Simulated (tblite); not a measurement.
C4H10AsBO2.
Atom-mapped SMILES: `[OH:1][B:2]([OH:3])[C@@H:4]1[CH2:5][CH2:6][CH2:7][AsH:8]1` (hydrogens: H9 on O1; H10 on O3; H11 on C4; H12, H13 on C5; H14, H15 on C6; H16, H17 on C7; H18 on As8)

Computed with GFN2-xTB (tblite), gas phase: L-BFGS steps from a force-field or distance-geometry start until the largest atomic force falls under 0.01 eV/Å.

Step 9: E = -692.5234 eV
```
atom  x, y, z in Å  |  force x, y, z in eV/Å
O1      1.8293    1.2129   -1.2801   -0.464   0.675   0.454
B2      2.0015    0.1610   -0.4103    0.062   0.318  -0.152
O3      3.2527   -0.3620   -0.2962    0.345  -0.473  -0.430
C4      0.6431   -0.2518    0.3957    0.993  -0.073  -1.064
C5     -0.3964   -0.8607   -0.5741    0.394   0.174   0.475
C6     -1.7715   -0.6628    0.0540    0.097   0.100  -0.082
C7     -1.9394    0.8242    0.3875    0.157  -0.246  -0.313
As8    -0.1714    1.4322    1.1098   -0.213  -0.271   0.177
H9      2.2257    2.0957   -1.3675    0.242  -1.212   0.127
H10     3.5743   -1.2823   -0.3009   -0.803   0.933   0.411
H11     0.9079   -0.9465    1.1928   -0.306  -0.083   0.160
H12    -0.3072   -0.3585   -1.5431   -0.232   0.093   0.155
H13    -0.1640   -1.9141   -0.7427   -0.125  -0.071   0.047
H14    -1.8293   -1.2553    0.9686    0.059   0.013   0.118
H15    -2.5339   -1.0412   -0.6204   -0.299   0.103  -0.131
H16    -2.1462    1.3981   -0.5203    0.135  -0.041  -0.143
H17    -2.7841    1.0136    1.0448    0.006  -0.064   0.269
H18    -0.4001    0.8040    2.4908   -0.047   0.126  -0.078
```

Step 10: E = -692.7238 eV
```
atom  x, y, z in Å  |  force x, y, z in eV/Å
O1      1.7212    1.3022   -1.1981    0.741   0.174   0.766
B2      2.0568    0.1812   -0.4318   -1.395   0.090   0.110
O3      3.2785   -0.3881   -0.4098    0.377   0.296  -0.519
C4      0.6799   -0.2863    0.3939    0.466   0.124  -0.814
C5     -0.4025   -0.8639   -0.5738    0.621   0.174   0.512
C6     -1.7885   -0.6695    0.0596    0.459   0.095  -0.165
C7     -1.9585    0.8185    0.3763    0.430  -0.151  -0.215
As8    -0.1775    1.4228    1.1031   -0.043  -0.503   0.082
H9      2.2880    2.0706   -1.4167   -0.098  -1.282   0.085
H10     3.5988   -1.2773   -0.2066   -0.804   0.670   0.211
H11     0.8845   -0.9964    1.2155   -0.146   0.241  -0.266
H12    -0.3065   -0.3279   -1.5250   -0.277  -0.006   0.165
H13    -0.1812   -1.9198   -0.7705   -0.165   0.076   0.047
H14    -1.8202   -1.2498    0.9865   -0.041   0.039  -0.001
H15    -2.5536   -1.0572   -0.6142   -0.141   0.095   0.004
H16    -2.1335    1.4007   -0.5356    0.085  -0.144  -0.080
H17    -2.8038    1.0238    1.0283    0.019  -0.071   0.235
H18    -0.3906    0.8228    2.5073   -0.087   0.082  -0.156
```

**Question.** Estimate the geometry and energy of step 11. (The exact step hangs on the optimiser's Hessian estimate; all steps are aligned on step 10, rigid shifts and turns removed.)

**Answer.** E = -692.5002 eV, largest force 4.947 eV/Å
```
atom  x, y, z in Å  |  force x, y, z in eV/Å
O1      1.7598    1.2873   -1.2384   -2.121  -3.351   1.340
B2      2.0688    0.2029   -0.4466   -1.381  -0.379   0.319
O3      3.2756   -0.3895   -0.3546   -0.715   4.735  -1.241
C4      0.7160   -0.2731    0.3599   -0.297   0.012  -0.042
C5     -0.3860   -0.8613   -0.5663    0.331   0.058   0.211
C6     -1.7808   -0.6697    0.0550    0.435   0.010  -0.108
C7     -1.9507    0.8116    0.3711    0.374   0.017   0.011
As8    -0.1837    1.4199    1.1105    0.163  -0.346  -0.124
H9      2.2599    2.0104   -1.3679    2.736   2.856  -0.819
H10     3.5247   -1.2316   -0.2443    0.649  -3.868   0.905
H11     0.8765   -0.9704    1.2113    0.075   0.302  -0.457
H12    -0.3243   -0.3392   -1.5247   -0.142  -0.003   0.042
H13    -0.1779   -1.9227   -0.7465   -0.095   0.086  -0.013
H14    -1.8194   -1.2507    0.9833   -0.082   0.038  -0.070
H15    -2.5569   -1.0352   -0.6279    0.083   0.023   0.114
H16    -2.1293    1.3975   -0.5377    0.018  -0.141  -0.016
H17    -2.7795    1.0086    1.0532    0.035  -0.043   0.041
H18    -0.4017    0.8117    2.4992   -0.065  -0.008  -0.092
```

The energy changes by +0.2236 eV. The first-order estimate −F·Δx gives -0.2137 eV and the mean of the old and new forces, exact on a quadratic surface, +0.2526 eV. The step makes an angle of 66° with the force vector and moves no atom by more than 0.095 Å. The energy falls at the start of this step and ends higher, so the step passed the lowest point of its straight line.

The cost below is that of the whole relaxation. On one thread of an Arm Neoverse V1, no GPU, shared host with 32 logical CPUs at a one-minute load of 15, this took 0.82 s of wall time.
